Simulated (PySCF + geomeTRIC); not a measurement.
Species: [Mo(=O)(Cl)4] (charge 0, multiplicity 1).

### Question
Give a relaxed geometry from TPSS-D3(BJ)/def2-SVP (PySCF + geomeTRIC).

### Answer
the end point of this relaxation.
Z-matrix (Å, degrees):
```
Mo
O 1 1.6639
Cl 1 2.3104 2 103.50
Cl 1 2.3107 2 103.43 3 -179.92
Cl 1 2.3111 2 103.58 4 90.01
Cl 1 2.3113 2 103.64 4 -90.04
```
